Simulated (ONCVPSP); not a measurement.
## Cutoff test, W (Z = 74), ONCV

```json
{"Element": "W (Z = 74)", "Generator": "ONCVPSP 4.0.1", "Type": "optimised norm-conserving Vanderbilt (ONCV)", "Functional": "PBE", "Relativity": "scalar-relativistic", "Frozen core": "[Kr] 4d10 4f14", "Valence charge": "14", "Reference configuration": "5s2 5p6 5d4 6s1.5 6p0.5", "Partial waves": "5s+6s: rc 1.50 bohr, ncon 4, nbas 7, qcut 8.9 1/bohr, 2 projectors; 5p+6p: rc 2.20 bohr, ncon 4, nbas 8, qcut 7 1/bohr, 2 projectors; 5d: rc 2.25 bohr, ncon 3, nbas 7, qcut 6.7 1/bohr, 1 projector", "Local potential": "polynomial inside 1.15 bohr (lpopt 5, dvloc0 6 Ha)", "Core correction": "none"}
```

Question: For each optimised wave give the share of its norm inside rc, the residual kinetic energy above qcut (Ha) and the cutoffs (Ha) for errors of 10, 1, 0.1 and 0.01 mHa per electron.

Answer:

```json
{"wave": "5s", "norm inside rc": "0.887", "residual KE": "7.5e-07", "10 mHa": "21.9", "1 mHa": "27.6", "0.1 mHa": "32.1", "0.01 mHa": "35.5"}
{"wave": "6s", "norm inside rc": "0.045", "residual KE": "4.4e-07", "10 mHa": "17.8", "1 mHa": "24.8", "0.1 mHa": "30.3", "0.01 mHa": "34.6"}
{"wave": "5p", "norm inside rc": "0.968", "residual KE": "5.2e-09", "10 mHa": "9.5", "1 mHa": "12.5", "0.1 mHa": "15.1", "0.01 mHa": "17.3"}
{"wave": "6p", "norm inside rc": "0.044", "residual KE": "2.1e-08", "10 mHa": "6.1", "1 mHa": "9.0", "0.1 mHa": "11.4", "0.01 mHa": "13.4"}
{"wave": "5d", "norm inside rc": "0.670", "residual KE": "7.0e-08", "10 mHa": "10.4", "1 mHa": "13.7", "0.1 mHa": "16.5", "0.01 mHa": "18.7"}
```

The occupied waves need 28 Ha and 32 Ha for 1 and 0.1 mHa.
